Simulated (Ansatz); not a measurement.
One change: `COCS[SiH3]` becomes `COC[SeH]`.

Ansatz, PBE0-D4/def2-TZVP geometries, multiplicity 1. Each molecule was computed in one conformer, which needn't be the lowest.

Scalar relativity is left out up to krypton. Spin–orbit coupling is left out; it splits and shifts lone-pair levels of the heavy atoms by tenths of an eV.

```
                               property  `COCS[SiH3]`
    HOMO–LUMO gap (PBE/def2-TZVPP) / eV          5.28
   HOMO–LUMO gap (PBE0/def2-TZVPP) / eV          7.40
HOMO–LUMO gap (ωB97M-V/def2-TZVPP) / eV         11.36
      HOMO energy (PBE/def2-TZVPP) / eV         -5.94
  HOMO energy (ωB97M-V/def2-TZVPP) / eV         -9.35
      LUMO energy (PBE/def2-TZVPP) / eV         -0.66
```

(1) What does the change do to each property? (Best estimate.)

Results:

(1) Ansatz gave: 
```csv
property,`COC[SeH]`,shift
HOMO–LUMO gap (PBE/def2-TZVPP) / eV,4.78,-0.50
HOMO–LUMO gap (PBE0/def2-TZVPP) / eV,6.83,-0.57
HOMO–LUMO gap (ωB97M-V/def2-TZVPP) / eV,10.82,-0.54
HOMO energy (PBE/def2-TZVPP) / eV,-5.61,0.33
HOMO energy (ωB97M-V/def2-TZVPP) / eV,-9.00,0.35
LUMO energy (PBE/def2-TZVPP) / eV,-0.83,-0.17
```

With PBE0 the HOMO rises by 0.37 eV and the LUMO falls by 0.21 eV, so the gap narrows by about 0.58 eV. PBE moves the HOMO by 0.33 eV and ωB97M-V by 0.35 eV.
